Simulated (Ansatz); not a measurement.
The same path of CH$_{7}$BSSn (11 atoms, charge 0, multiplicity 1) was run 3 times with different band settings. The coordinate that changes most is the dihedral S4–Sn2–C3–H8.

Computed with RKS PBE-D4/def2-SVP in Ansatz 0.2.0.

Relaxed end points:

```xyz
11
Properties=species:S:1:pos:R:3
B -1.094 1.955 -0.321
Sn 0.161 0.097 -0.563
C 0.866 -0.704 1.341
S -1.261 -1.614 -1.622
H -2.287 1.939 -0.550
H -0.582 2.987 0.070
H 1.555 0.333 -1.579
H 1.524 0.034 1.839
H 1.433 -1.635 1.150
H -0.002 -0.930 1.989
H -0.247 -2.519 -1.732
```

```xyz
11
Properties=species:S:1:pos:R:3
B -0.573 2.133 -0.519
Sn 0.073 -0.027 -0.587
C 0.882 -0.745 1.308
S -1.921 -1.373 -1.117
H -1.737 2.446 -0.661
H 0.252 3.004 -0.318
H 1.269 -0.334 -1.814
H 0.120 -0.629 2.102
H 1.788 -0.167 1.571
H 1.144 -1.815 1.206
H -1.233 -2.550 -1.148
```

Common settings: climbing image yes; spring 5.0 eV/Å²; start path IDPP; force threshold 0.05 eV/Å; iteration limit 60; end points relaxed.

| run | movable images | optimiser | largest step |
| --- | --- | --- | --- |
| 1 | 7 | quadratic models (default) | default |
| 2 | 7 | fire | 0.5 Å |
| 3 | 2 | quadratic models (default) | default |

(1) What does each run give, and how far can it be trusted?

## Answers

(1) Run 1: converged after 4 iterations, highest image 0.017 eV above the first end. A vibrational analysis at the climbing image gives one clearly imaginary mode, 76i cm⁻¹: a first-order saddle point.
Run 2: converged after 8 iterations, highest image 0.017 eV above the first end. Another band between the same ends (7 images) ends at a top of the same energy, where a vibrational analysis finds 1 clearly imaginary mode.
Run 3: converged after 4 iterations, highest image 0.017 eV above the first end. Another band between the same ends (7 images) ends at a top of the same energy, where a vibrational analysis finds 1 clearly imaginary mode. So few images can step over the top or miss a turn of the path.
